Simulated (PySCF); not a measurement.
Ligand exchange on a metal centre used in film growth or etching (Zr Cl-NH2). Gas-phase values, no solvent. One relaxed conformer stands for each flexible species; it need not be the lowest. In the def2 sets, heavy atoms carry core potentials. All members: neutral, multiplicity 1. Level: TPSSh-D3(BJ)/def2-TZVP // TPSS-D3(BJ)/def2-SVP (PySCF), beside PBE-D3(BJ)/def2-TZVP // TPSS-D3(BJ)/def2-SVP (PySCF) at the same geometries.  Orbital energies are measured against the vacuum level.

| species | LUMO, PBE (eV) | LUMO, TPSSh-D3(BJ) (eV) |
|---|---|---|
| [Zr(Cl)4] | -3.57 | -3.22 |
| [Zr(Cl)3(NH2)] | -3.12 | -2.73 |
| [Zr(Cl)2(NH2)2] | -2.66 | -2.23 |
| [Zr(Cl)(NH2)3] | -1.43 | withheld |
| [Zr(NH2)4] | -0.88 | -0.39 |

Question: Fit y = a + b·x, y being the LUMO at the first level, to the 4 complete rows by least squares, with x = the PBE value in eV. Give a, b and the rms residual, and predict the withheld value.

Answer: Means of the 4 rows: x̄ = -2.5575, ȳ = -2.1425 eV. Σ(x − x̄)² = 4.1661 and Σ(x − x̄)(y − ȳ) = 4.3702, so b = 1.049 and a = ȳ − b·x̄ = 0.540 eV. The rms residual is 0.013 eV. At x = -1.43 the line gives -0.96 eV. The run for [Zr(Cl)(NH2)3] gave -0.98 eV, so the line is off by 0.02 eV, within twice the rms residual.

Codes: PySCF.
